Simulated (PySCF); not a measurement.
This script is equivalent to a calculation on Hg⁷⁶⁺ (mercury, charge +76).

```python
from pyscf import gto, scf, dft, mp, cc
mol = gto.M(atom="Hg 0 0 0", charge=76, spin=0, symmetry="D2h",
            basis=gto.etbs([(0, 18, 60, 2.2), (1, 8, 91, 2.4), (2, 5, 270, 2.4), (3, 5, 410, 2.4), (4, 4, 620, 2.4)]),
            nucmod="G")
mf = scf.UHF(mol).sfx2c1e()
mf.irrep_nelec = {'Ag': (2, 2)}
mf.kernel()
```

(1) What total energy does it give?

(2) Which occupied shell lies highest, and where?

Results:

(1) -8717.84223 hartree (calculated).

(2) 2s, at -23205.3 eV.
